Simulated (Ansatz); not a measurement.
Input (FCI/def2-SVP; Ansatz, a program for electronic structure):

Ansatz 0.2 input:
```yaml
crystal:
  periodic: [false, false, false]
  atoms:
    - {symbol: Te, position_ang: [-0.00086602, 0.04357642, -0.00046690]}
    - {symbol: H, position_ang: [-1.16344719, -1.15662377, 0.00586249]}
    - {symbol: H, position_ang: [1.20848046, -1.10935031, 0.01841644]}
basis:
  gaussian:
    orbitals: def2-SVP
total_charge: 1
magnetization: {spin_polarized: true, initial_magnetization: 1}
correlation: {method: fci, electrons: outside_noble_gas}
```

Output:

```
Functional definition: HF
integrals: 0.02 GiB planned
772 factors; integrals over basis functions are off by at most 1.8e-7 eV
mean field: 0.11 GiB planned
mean field evaluation 1: about -7288.0013 eV, gradient 6.2e0 eV
mean field evaluation 2: about -7288.0335 eV, gradient 6.2e0 eV
mean field evaluation 4: about -7288.4035 eV, gradient 6.3e-1 eV
mean field evaluation 8: about -7288.4096 eV, gradient 3.2e-3 eV
mean field -7288.40962155 eV, -267.8441133306 hartree, gradient 2.9e-6 eV, S^2 0.763547; 0 other end points of the search recorded, 0 dependent functions left out
mean field evaluation 16: about -7288.3012 eV, gradient 1.9e-1 eV
9 core orbitals not correlated
reference -7288.30121394 eV, -267.8401294242 hartree; 4, 3 occupied and 23, 24 virtual orbitals, 772 factors
configuration interaction: 7.72 GiB planned
state -7291.52981858 eV, -267.9587784563 hartree
Total energy: -7291.52981858 eV, -267.9587784563 hartree
```
